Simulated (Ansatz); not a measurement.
Ansatz (a quantum-chemistry and plane-wave program) job for GaCl2I, SMILES [Cl][Ga]([Cl])[I], PBE/def2-SVPD. Geometry optimised at B3LYP-D3(BJ)/def2-SVP. The def2 effective core potentials stand for the cores of I; spin–orbit coupling is left out.

Ansatz 0.2 input:
```yaml
crystal:
  periodic: [false, false, false]
  atoms:
    - {symbol: Ga, position_ang: [0.00000000, 0.00000000, 0.79372345]}
    - {symbol: Cl, position_ang: [0.00000000, 1.83546740, 1.89962644]}
    - {symbol: Cl, position_ang: [0.00000000, -1.83546740, 1.89962644]}
    - {symbol: I, position_ang: [0.00000000, 0.00000000, -1.68288163]}
basis:
  gaussian:
    orbitals: def2-SVPD
hamiltonian:
  xc: {name: PBE}
```

It prints:

```
WARN ansatz: RAYON_NUM_THREADS=1 ignored (pool sized by the plan → 1); use --threads N
Functional definition: PBE
integrals: 0.09 GiB planned
1348 factors; their error is unknown
mean field: 0.44 GiB planned
mean field evaluation 1: about -85493.9405 eV, gradient 3.6e1 eV
mean field evaluation 2: about -85488.8698 eV, gradient 6.4e1 eV
mean field evaluation 4: about -85495.9689 eV, gradient 1.5e0 eV
mean field evaluation 8: about -85495.9793 eV, gradient 5.1e-2 eV
mean field evaluation 16: about -85495.9422 eV, gradient 1.3e-5 eV
mean field -85495.94216377 eV, -3141.9179232877 hartree, gradient 1.1e-5 eV, S^2 0.000000; 0 other end points of the search recorded, 0 dependent functions left out
reference -85495.94222027 eV, -3141.9179253638 hartree; 45, 45 occupied and 82, 82 virtual orbitals, 1348 factors
Total energy: -85495.94222027 eV, -3141.9179253638 hartree
```

The run converged.

Cost: very roughly 3 core-seconds.
